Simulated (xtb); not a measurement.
Au(Me)2(acac) (C7H13AuO2), SMILES [CH3][Au]1([CH3])[O]C(C)=CC(C)=[O]->1, multiplicity 1. All values are semi-empirical tight-binding results from xtb (GFN2-xTB unless named), good for trends rather than for accurate numbers. Geometry: GFN2-xTB. The multiplicity is an assumed one; no other spin state was optimised. The isomer is the one that the SMILES or the coordinates give; other isomers of the formula were not compared. Other conformers were not sampled.

For metal compounds this method's bond lengths and energies can be far off.

```yaml
point_group_as_xtb_finds_it: C2
orbital_gap: 3.28 eV
zero_point_energy: 114.8 kcal/mol
G − E(el) at 298.15 K (modified RRHO): 88.1 kcal/mol
```
